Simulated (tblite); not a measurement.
Compound: C₄H₁₅NSSi₂.
Geometry (GFN2-xTB, Å), atoms numbered from 1 in this order:
```xyz
23
C4H15NSSi2 angstrom
C      3.310    0.945   -0.100
S      1.525    1.279   -0.018
C      0.854   -0.418   -0.195
C      0.923   -1.163    1.125
Si    -0.934   -0.250   -0.901
C     -1.558   -2.029   -1.180
Si    -2.334    0.908    0.531
N     -1.888    2.564    0.402
H      3.603    0.291    0.716
H      3.547    0.492   -1.059
H      3.813    1.902   -0.005
H      1.502   -0.902   -0.930
H      1.945   -1.229    1.499
H      0.547   -2.177    0.997
H      0.319   -0.659    1.877
H     -0.719    0.337   -2.239
H     -0.847   -2.638   -1.730
H     -1.766   -2.533   -0.240
H     -2.483   -2.013   -1.747
H     -3.749    0.879    0.141
H     -2.306    0.375    1.914
H     -0.910    2.805    0.376
H     -2.400    3.260    0.920
```

All values are computed: GFN2-xTB (tblite) harmonic vibrations without scaling, gas phase. Against measured fundamentals such values can be off by several per cent, at times by over 20. Modes of hydrogen on silicon can be 10 to 20 % off. One conformer, not necessarily the lowest.

Harmonic wavenumbers (cm⁻¹): 27.6, 45.3, 49.3, 84.6, 121.3, 127.9, 131.7, 149.1, 156.9, 206.4, 209.8, 228.1, 244.2, 296.5, 353.1, 426.6, 455.2, 524.9, 575.1, 588.4, 624.9, 658.0, 690.6, 717.0, 725.2, 749.5, 811.3, 816.9, 830.0, 848.7, 905.8, 937.5, 942.1, 986.2, 1042.9, 1089.3, 1156.3, 1262.2, 1314.8, 1372.0, 1410.6, 1451.4, 1455.7, 1491.3, 1494.2, 1501.1, 1506.8, 1525.8, 2075.6, 2138.6, 2206.9, 2927.0, 2993.7, 3015.5, 3016.3, 3021.8, 3028.5, 3033.4, 3034.6, 3052.2, 3057.2, 3468.0, 3502.2.

A = 1392, B = 797.1, C = 594.3 MHz; mass 165.046 u (most abundant isotopes); point group C1, symmetry number 1.

Q: Zero-point energy?

A: Half the sum of the wavenumbers: 39446 cm⁻¹ = 112.78 kcal/mol.

Q: Give the ideal-gas entropy at 298.15 K and 1 bar in the rigid-rotor, harmonic-oscillator model (classical rotation).

A: Translation 41.24, rotation 30.57, vibration 50.97: S = 122.8 cal/(mol K).

Q: And Cp and H(298.15 K) − H(0)?

A: Cp = 53.22 cal/(mol K), of which vibrations give 45.27 (their classical limit is 63 R = 125.2); H(298.15 K) − H(0) = 9.87 kcal/mol without the zero-point energy, 7.50 from vibrations.

Q: How do the functions run with temperature in this model?

A: 
```
 T (K)  S (cal/(mol K))  Cp (cal/(mol K))  H − H(0) (kcal/mol)  G − H(0) (kcal/mol)  ln q(vib)
    50             64.9              18.2                 0.62                -2.62       1.40
   100             80.7              27.7                 1.79                -6.28       3.84
373.15            135.6              61.6                14.19               -36.43      16.10
   500            155.4              73.3                22.77               -54.91      21.06
   750            188.4              89.7                43.28               -98.02      29.94
  1000            215.8             100.9                67.18              -148.64      37.83
```

q(vib) and H(0) count from the zero-point level.

Q: What must be added to the electronic energy to get the Gibbs energy at 298.15 K and 1 bar?

A: ZPE + [H(298.15 K) − H(0)] − T·S = 112.78 + 9.87 − 36.61 = 86.04 kcal/mol.

Hindered rotation and anharmonicity are outside this model. Other conformers, if any are populated, would add a mixing term that is left out. The structure is chiral; the term R ln 2 for an equal mix with its mirror image is left out.
